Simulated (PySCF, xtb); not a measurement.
Al(F)(OMe)(NH2) (CH5AlFNO), SMILES C[O][Al]([F])[NH2].

GFN2-xTB run with xtb at its own geometry gives an orbital gap of 3.79 eV and a dipole moment of 2.98 D.

Coordinates come from a r2SCAN-D4/def2-SVP optimisation. The structure was generated by enumeration; whether it is a known compound was not checked. The values are those of a single conformer.

Task: What does r2SCAN/def2-TZVP (PySCF) give? (An estimate is asked for; the answer gives what the named calculation found.)

Result: gap 5.72 eV (levels -6.39 and -0.67 eV), dipole 1.40 D.
